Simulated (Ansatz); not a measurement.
Reactions of C$_{2}$H$_{10}$NO$_{4}$Ta, SMILES `C[N](C)[Ta]([OH])([OH])([OH])[OH]`.

Program: Ansatz. Geometries: PBE0-D4/def2-TZVP. ΔE: electronic, gas phase. CCSD(T)/CBS adds triple-zeta CCSD(T) − MP2 to the extrapolated MP2 energy (def2 sets, frozen cores). This one scheme is used for every species. Functionals use def2-TZVPP. B3LYP here is the variant with VWN-RPA as its local correlation; programs differ in this. def2 core potentials past Kr. For Ta outer-core shells are correlated without core-valence functions, which leaves a few kJ/mol of doubt a bond. One conformer a species, not always the lowest.

| reaction | B3LYP-D4 (kJ/mol) |
| --- | --- |
| `C[N](C)[Ta]([OH])([OH])([OH])[OH]` + HCl → `[OH][Ta]([OH])([OH])([OH])[Cl]` + `CNC` | -77 |
| `C[N](C)[Ta]([OH])([OH])([OH])[OH]` + `[OH][AlH][SH]` → `[OH][Ta]([OH])([OH])([OH])[OH]` + `C[N](C)[AlH][SH]` | 7 |
| `C[N](C)[Ta]([OH])([OH])([OH])[OH]` + H₂O → `[OH][Ta]([OH])([OH])([OH])[OH]` + `CNC` | -41 |
| `C[N](C)[Ta]([OH])([OH])([OH])[OH]` + H–F → `[OH][Ta]([OH])([OH])([OH])[F]` + `CNC` | -100 |

Problem. Give the CCSD(T)/CBS values in the same order. (An estimate is asked.)

Solution. Computed: -67, 16, -28, -81 kJ/mol.

Largest T1 diagnostic: 0.018, for `[OH][Ta]([OH])([OH])([OH])[Cl]`.
